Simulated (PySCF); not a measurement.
Dipole moment (D) of eight silicon and germanium compounds: PBE beside HF, computed with PySCF for isolated molecules in the bases named; differences from unrounded values. The eight are the first of their class met in an unordered collection, after screening for sound electronic states; none was chosen by its value, except that the dipole had to exceed 0.05 D. Each molecule has one DFT geometry for both levels.

```json
[
 {"molecule": "H8N2Si3, SMILES [SiH2]1N[SiH2][SiH]1N", "basis": "def2-TZVP", "HF": "1.13", "PBE": "___", "difference": "___"},
 {"molecule": "CH10FNSi3, SMILES F[SiH2]C[SiH2]N[SiH3]", "basis": "def2-TZVP", "HF": "2.31", "PBE": "2.15", "difference": "-0.16"},
 {"molecule": "CH9N3Si, SMILES NC[SiH](N)N", "basis": "def2-TZVP", "HF": "1.66", "PBE": "1.55", "difference": "-0.11"},
 {"molecule": "C3H6N2Si, SMILES N#CC/C=N/[SiH3]", "basis": "def2-TZVP", "HF": "3.24", "PBE": "3.16", "difference": "-0.07"},
 {"molecule": "Si(F)(Cl)(vinyl)(NH2) (C2H5ClFNSi), SMILES C([Si](Cl)(F)N)=C", "basis": "def2-TZVP", "HF": "2.98", "PBE": "2.67", "difference": "-0.31"},
 {"molecule": "C2H4FNSi, SMILES F[C@H]1[SiH2]C=N1", "basis": "def2-TZVP", "HF": "3.56", "PBE": "___", "difference": "___"},
 {"molecule": "C2H5N3Si, SMILES N1[SiH](N=CC=1)N", "basis": "def2-TZVP", "HF": "1.37", "PBE": "1.21", "difference": "-0.16"},
 {"molecule": "CH₃ClFNSi₂, SMILES F[Si@]1(Cl)N=C[SiH2]1", "basis": "def2-TZVP", "HF": "3.69", "PBE": "___", "difference": "___"}
]
```

Task: Some entries are withheld; supply them. (The exact figures need the calculation; the answer reports its results.)

Result: 
- H8N2Si3, SMILES [SiH2]1N[SiH2][SiH]1N, PBE: 1.17
- H8N2Si3, SMILES [SiH2]1N[SiH2][SiH]1N, difference: 0.04
- C2H4FNSi, SMILES F[C@H]1[SiH2]C=N1, PBE: 2.65
- C2H4FNSi, SMILES F[C@H]1[SiH2]C=N1, difference: -0.91
- CH₃ClFNSi₂, SMILES F[Si@]1(Cl)N=C[SiH2]1, PBE: 2.85
- CH₃ClFNSi₂, SMILES F[Si@]1(Cl)N=C[SiH2]1, difference: -0.84

PBE lies below HF in 7 and above it in 1 of the eight; the mean signed difference is -0.31 and the largest -0.91 D.
